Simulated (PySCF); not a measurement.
Excitation energy of Eu²⁺ by level of theory

Eu²⁺ [Xe] 4f7 (8S) → Eu²⁺ [Xe] 4f6 6s1 (8F), as a difference of total energies. Computed with PySCF 2.14 in x2c-TZVPPall (11s7p7d4f2g, 113 functions), with scalar relativity by spin-free X2C-1e. The calculations carry no spin-orbit coupling.

| method | excitation energy (eV) |
| --- | --- |
| UHF | 4.348 |
| TPSS | 6.811 |
| PBEsol | 7.006 |
| BHandHLYP | 5.592 |

The basis was made for the ground configuration and has no added diffuse functions, so the excitation energy can come out too high.
